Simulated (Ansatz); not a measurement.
`[SiH3][AlH][S][SiH3]` + `C[O][Sc]([OH])[Cl]` → `C[O][Sc]([Cl])[O][SiH3]` + `[SiH3][AlH][SH]`  (ligand exchange at the Si–S bond)

Program: Ansatz. Geometries: PBE0-D4/def2-TZVP. ΔE: electronic, gas phase. CCSD(T)/CBS adds triple-zeta CCSD(T) − MP2 to the extrapolated MP2 energy (def2 sets, frozen cores). DFT in def2-TZVPP. For Sc outer-core shells are correlated without core-valence functions, which leaves a few kJ/mol of doubt a bond. Scalar relativity is left out up to krypton. One conformer a species, not always the lowest.

```tsv
species	r2SCAN0 energy (Eh)
`[SiH3][AlH][S][SiH3]`	-1223.77806
`C[O][Sc]([OH])[Cl]`	-1411.96862
`C[O][Sc]([Cl])[O][SiH3]`	-1702.68281
`[SiH3][AlH][SH]`	-933.08184
```

Question: Work out ΔE.

Answer: ΔE = (-1702.68281) + (-933.08184) − (-1223.77806) − (-1411.96862) = -0.01797 Eh = -0.49 eV. CCSD(T)/CBS gives -0.52 eV.

Question: What do rigid-rotor, harmonic-oscillator terms from PBE0-D4/def2-TZVP frequencies (298.15 K, 1 bar) make of the CCSD(T)/CBS value? (Estimate.)

Answer: Computed: ΔZPE = -0.05 eV, ΔH = -0.56 eV, ΔS = 25 J/(mol·K), ΔG = -0.64 eV. Modes under 50 cm⁻¹ make the entropy rough.

Largest T1 diagnostic among the species: 0.015.

Leaving LDA and LC-ωPBE aside and taking each functional with its dispersion term where it has one, the values, not all of them listed here, spread over 0.24 eV, from B2PLYP to revPBE-D4. LDA lies +0.05 eV from PBE without D4. The D4 term adds +0.09 eV with B3LYP and +0.05 eV with PBE0; it sums over pairs of atoms, weighted by their polarisabilities, and B3LYP, whose exchange is more repulsive, gets the larger term. In def2-TZVPP, CCSD(T) changes the Hartree–Fock value by +0.23 eV (the triples alone add +0.04 eV) and MP2 by +0.27 eV.

B3LYP here is the variant with VWN-RPA as its local correlation; programs differ in this.
